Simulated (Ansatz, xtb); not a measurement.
## C5H5FS: 5 structures ranked

5 gas-phase structures of C5H5FS, from a drawn sample of its isomers (lower ones may exist). Each was relaxed with GFN2-xTB:

A. `Cc1ccsc1F`, a singlet
B. `Cc1csc(F)c1`, a singlet
C. `Cc1sccc1F`, a singlet
D. `Cc1cscc1F`, a singlet
E. `Cc1cc(F)cs1`, a singlet

**Question.** Make a reasoned guess at their ranking by r2SCAN-D4/def2-SVP//GFN2-xTB single-point energy.

**Answer.** Calculated order at r2SCAN-D4/def2-SVP//GFN2-xTB: C (0.0), D (0.2), E (0.6), B (4.5), A (4.8) kcal/mol. Less than 1 kcal/mol parts C and D; D and E; B and A, so the order within those pairs means little.

Energies above the lowest of each column, in kcal/mol; the last columns are at r2SCAN-D4/def2-SVP geometries:

```csv
structure,GFN2-xTB,HF/STO-3G,r2SCAN-D4/def2-SVP//GFN2-xTB,r2SCAN-D4/def2-SVP,CCSD(T)/def2-SVP + ΔMP2/def2-TZVPP
C,0.5,0.5,0.0,0.0,0.4
D,0.0,0.5,0.2,0.1,0.0
E,0.1,0.4,0.6,0.5,0.7
B,2.0,0.0,4.5,4.4,4.3
A,2.8,1.0,4.8,4.2,4.2
```

CCSD(T)/def2-SVP + ΔMP2/def2-TZVPP puts D lowest, with C and E within 1 kcal/mol; HF/STO-3G picks B. CCSD(T)/def2-SVP + ΔMP2/def2-TZVPP orders those it was run on as D (0.0), C (0.4), E (0.7), A (4.2), B (4.3) kcal/mol. Less than 1 kcal/mol parts D and C; C and E; A and B, so the order within those pairs means little. ΔMP2 is the change of the MP2 energy from the smaller to the larger basis.

Over these structures GFN2-xTB departs from r2SCAN-D4/def2-SVP//GFN2-xTB by 1.0 kcal/mol on average once a common shift is removed. A GFN2-xTB relaxation took about 0.07 s and the r2SCAN-D4/def2-SVP//GFN2-xTB energy about 1.8 s on a shared host (Ansatz 0.2.0, xtb 6.7.1).
